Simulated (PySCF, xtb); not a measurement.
thionyl fluoride (F2OS), SMILES O=S(F)F.

GFN2-xTB (xtb) at its own geometry gives an orbital gap of 6.01 eV and a dipole moment of 3.65 D.

Geometry optimised at B3LYP-D3(BJ)/def2-TZVP.

**Question.** What does PySCF with PBE/def2-TZVPD give? (The exact figures need the calculation; the answer reports its results.)

**Answer.** gap 5.81 eV (levels -8.31 and -2.50 eV), dipole 1.48 D.
